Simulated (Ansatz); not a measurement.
A structure relaxed at PBE0-D4/def2-TZVP, charge 0, multiplicity 1:

```csv
atom,x (Å),y (Å),z (Å)
Br1,-1.910,0.217,-1.424
C2,-0.456,0.817,-0.276
Si3,0.440,-0.729,0.272
Br4,2.127,-0.125,1.593
H5,0.168,1.486,-0.866
H6,-0.901,1.368,0.550
H7,1.000,-1.437,-0.899
H8,-0.469,-1.597,1.049
```

Question: Give its formula and SMILES.

Answer: CH4Br2Si, `BrC[SiH2]Br`.

Question: Point group (tolerance 0.08 Å, 0.16 Å for H)?

Answer: Cs.

Question: Summarise the bond lengths by kind.

Answer: 1 × Br–C 1.947 Å; 1 × C–Si 1.869 Å; 2 × C–H 1.088 Å; 1 × Br–Si 2.226 Å; 2 × H–Si 1.478 Å.

Computed with Ansatz.
